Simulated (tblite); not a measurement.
C8H18P (charge +1).
Cartesian coordinates in Å at the GFN2-xTB level; atoms count from 1:
```
atom  x, y, z in Å
C1     2.9080    0.4100    0.7158
C2     2.0306   -0.4093    0.1427
C3     2.2595   -1.1785   -1.1186
P4     0.4252   -0.6231    0.9398
C5    -0.9531    0.5053    0.4295
C6    -2.1890    0.0418    1.2007
C7    -0.5261    1.9076    0.8754
C8    -1.1386    0.4641   -1.0922
C9    -1.4508   -0.9196   -1.6468
H10    3.8801    0.5768    0.2820
H11    2.6978    0.9391    1.6321
H12    3.2772   -1.0287   -1.4686
H13    1.5783   -0.8592   -1.9064
H14    2.1052   -2.2450   -0.9524
H15    0.6034   -0.4088    2.2883
H16    0.0497   -1.9462    0.8662
H17   -2.4533   -0.9869    0.9633
H18   -2.0301    0.1188    2.2763
H19   -3.0355    0.6748    0.9435
H20    0.3910    2.2219    0.3770
H21   -1.3051    2.6222    0.6190
H22   -0.3749    1.9543    1.9538
H23   -1.9522    1.1440   -1.3507
H24   -0.2335    0.8554   -1.5657
H25   -1.4709   -0.8853   -2.7327
H26   -0.6913   -1.6458   -1.3470
H27   -2.4215   -1.2733   -1.3123
```

Method: GFN2-xTB as coded in tblite; computed harmonic values from a numerical Hessian at the method's own geometry, unscaled. Errors from tens to a few hundred cm⁻¹ against measured bands are possible. Modes of hydrogen on phosphorus can be 10 to 20 % off. One conformer, not necessarily the lowest.

Harmonic wavenumbers (cm⁻¹): 38.5, 63.7, 90.5, 105.4, 145.8, 186.9, 210.2, 226.2, 242.4, 259.2, 281.2, 292.6, 327.7, 367.1, 379.7, 423.8, 437.1, 564.7, 589.8, 658.3, 677.6, 763.6, 798.8, 828.5, 860.2, 923.9, 929.4, 946.3, 953.5, 994.2, 997.9, 1007.5, 1025.7, 1032.6, 1046.7, 1092.9, 1155.1, 1175.8, 1183.8, 1221.4, 1259.3, 1335.1, 1376.9, 1400.7, 1404.1, 1414.2, 1418.8, 1448.9, 1451.3, 1463.2, 1467.1, 1476.5, 1481.5, 1483.6, 1485.9, 1501.8, 1657.3, 2406.4, 2436.8, 2959.0, 2970.1, 3000.4, 3004.0, 3008.5, 3012.3, 3013.6, 3020.1, 3030.2, 3043.7, 3046.3, 3056.5, 3061.8, 3065.6, 3087.9, 3126.8.

A = 1787, B = 1021, C = 832.3 MHz; mass 145.115 u (most abundant isotopes); point group C1, symmetry number 1.

What is the zero-point energy?

Half the sum of the wavenumbers: 51691 cm⁻¹ = 147.79 kcal/mol.

What is S at 400 K and 1 bar for an ideal gas of classical rigid rotors and harmonic oscillators?

Translation 42.31, rotation 30.61, vibration 55.67: S = 128.6 cal/(mol K).

And Cp and H(400 K) − H(0)?

Cp = 64.40 cal/(mol K), of which vibrations give 56.45 (their classical limit is 75 R = 149.0); H(400 K) − H(0) = 14.78 kcal/mol without the zero-point energy, 11.60 from vibrations.

Which modes carry the vibrational entropy at 400 K?

38.5 cm⁻¹: 5.92; 63.7 cm⁻¹: 4.92; 90.5 cm⁻¹: 4.23; 105.4 cm⁻¹: 3.93; 145.8 cm⁻¹: 3.29; 186.9 cm⁻¹: 2.81 cal/(mol K); the other 69 give 30.57 together.

How do the functions run with temperature in this model?

| T (K) | S (cal/(mol K)) | Cp (cal/(mol K)) | H − H(0) (kcal/mol) | G − H(0) (kcal/mol) | ln q(vib) |
| --- | --- | --- | --- | --- | --- |
| 100 | 73.5 | 23.5 | 1.49 | -5.86 | 2.33 |
| 200 | 94.3 | 37.6 | 4.57 | -14.29 | 6.03 |
| 300 | 112.1 | 51.0 | 9.00 | -24.62 | 9.75 |
| 500 | 144.3 | 76.3 | 21.82 | -50.31 | 17.05 |
| 800 | 186.2 | 102.2 | 48.91 | -100.08 | 27.48 |
| 1000 | 210.4 | 114.0 | 70.58 | -139.78 | 33.98 |

q(vib) and H(0) count from the zero-point level.

Hindered rotation and anharmonicity are outside this model. Other conformers, if any are populated, would add a mixing term that is left out. The structure is chiral; the term R ln 2 for an equal mix with its mirror image is left out.
